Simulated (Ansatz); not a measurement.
`C1=C[SiH2]C=C1` from Hartree–Fock to CCSD(T)

```xyz
11

C     0.447   -0.167   -1.250
C    -0.499    0.753   -1.005
Si   -0.847    0.682    0.823
C     0.401   -0.674    1.101
C     0.939   -0.948   -0.097
H     0.857   -0.358   -2.239
H    -0.921    1.373   -1.784
H    -2.244    0.291    1.155
H    -0.534    1.945    1.545
H     0.696   -1.192    2.003
H     1.706   -1.704   -0.252
```

The species carries charge 0 and has multiplicity 1. All single points use the PBE0-D4/def2-TZVP geometry. Frozen core, restricted reference, Ansatz 0.2.0. CBS rows extrapolate triple and quadruple zeta; past MP2 they add the triple-zeta difference.

| basis | HF (Eh) | MP2 corr. | CCSD corr. | (T) | CCSD(T) total |
| --- | --- | --- | --- | --- | --- |
| def2-SVP | -443.65269 | -0.61508 | -0.66586 | -0.02705 | -444.34560 |
| def2-TZVPP | -443.92697 | -0.75056 | -0.79139 | -0.03944 | -444.75780 |
| def2-QZVPP | -443.94258 | -0.79949 | – | – | – |
| CBS(def2) | -443.94473 | -0.83572 | -0.87655 | as TZ | -444.86072 |
